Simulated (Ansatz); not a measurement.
All values below come from frozen-core CCSD(T)/def2-TZVPP // BP86-D3(BJ)/def2-SVP run with Ansatz (a program for electronic structure).

Ansatz 0.2 input:
```yaml
crystal:
  periodic: [false, false, false]
  atoms:
    - { symbol: Zn, position_ang: [0.0, 0.0, 0.0] }
    - { symbol: H, position_ang: [1.537897, 0.062482, 0.175735] }
    - { symbol: H, position_ang: [-1.537897, -0.062482, -0.175735] }
basis:
  gaussian: { orbitals: def2-TZVPP }
correlation:
  method: ccsd_t
```

Output:

```
Functional definition: HF
603 factors; integrals over basis functions are off by at most 1.1e-3 eV
mean field evaluation 1: about -48406.7457 eV, gradient 1.1e1 eV
mean field evaluation 2: about -48406.7517 eV, gradient 1.1e1 eV
mean field evaluation 4: about -48407.1455 eV, gradient 2.4e0 eV
mean field evaluation 8: about -48407.1594 eV, gradient 2.8e-5 eV
mean field evaluation 16: about -48407.1591 eV, gradient 3.8e-1 eV
mean field -48407.15937381 eV, -1778.9302954365 hartree, gradient 1.3e-6 eV, S^2 0.000000; 0 other end points of the search recorded, 0 dependent functions left out
5 core orbitals not correlated
reference -48407.15937381 eV, -1778.9302954365 hartree; 11, 11 occupied and 76, 76 virtual orbitals, 603 factors
second order -23.31470357 eV of doubles, -0.00000000 eV of singles
cycle   1  -20.18350060 eV  change     3.1e0 eV  update   1.4e-1
cycle   2  -21.21749751 eV  change    -1.0e0 eV  update   7.3e-2
cycle   3  -21.43534946 eV  change   -2.2e-1 eV  update   2.0e-2
cycle   4  -21.36678950 eV  change    6.9e-2 eV  update   7.4e-3
cycle   5  -21.35234787 eV  change    1.4e-2 eV  update   2.6e-3
cycle   6  -21.35785745 eV  change   -5.5e-3 eV  update   8.9e-4
cycle   7  -21.35830524 eV  change   -4.5e-4 eV  update   2.9e-4
cycle   8  -21.35785772 eV  change    4.5e-4 eV  update   9.8e-5
cycle   9  -21.35794022 eV  change   -8.3e-5 eV  update   3.2e-5
cycle  10  -21.35800319 eV  change   -6.3e-5 eV  update   7.1e-6
cycle  11  -21.35798490 eV  change    1.8e-5 eV  update   4.5e-6
perturbative correction -0.46907617 eV, -0.0172382312 hartree
Total energy: -48428.98643488 eV, -1779.7324251357 hartree
```

Cost: about 4 core-seconds (a rough figure).
